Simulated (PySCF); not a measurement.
**Low-lying terms of Ba³⁸⁺ (barium, charge +38)**

Ground state [Ar], ¹S. Calculation: PySCF 2.14, in an even-tempered Gaussian basis (20 s from 1.1 bohr⁻², ratio 2.5; 14 p from 1.44 bohr⁻², ratio 2.5; 6 d from 2.03 bohr⁻², ratio 2.7; 3 f from 60 bohr⁻², ratio 2.7); scalar relativity by spin-free X2C-1e. Vertical excitation energies in eV without spin-orbit coupling; excited terms of each kind are numbered among those the solver found. Frozen: [Ne].

```json
{"term": "1 3P°", "leading excitation": "3p → d", "EOM-EE-CCSD": "210.24"}
{"term": "1 3F°", "leading excitation": "3p → d", "EOM-EE-CCSD": "217.37"}
{"term": "1 1D°", "leading excitation": "3p → d", "EOM-EE-CCSD": "228.67"}
{"term": "1 3D°", "leading excitation": "3p → d", "EOM-EE-CCSD": "229.03"}
{"term": "1 1F°", "leading excitation": "3p → d", "EOM-EE-CCSD": "229.23"}
{"term": "1 1P°", "leading excitation": "3p → d", "EOM-EE-CCSD": "272.03"}
{"term": "1 3D", "leading excitation": "3s → d", "EOM-EE-CCSD": "402.15"}
{"term": "1 1D", "leading excitation": "3s → d", "EOM-EE-CCSD": "408.53"}
```

The spin-orbit splitting of the hole, absent here, rivals or exceeds the spacing of these terms, so the LS terms are model states.

The solver can miss terms. The 29 highest virtual orbitals were dropped.
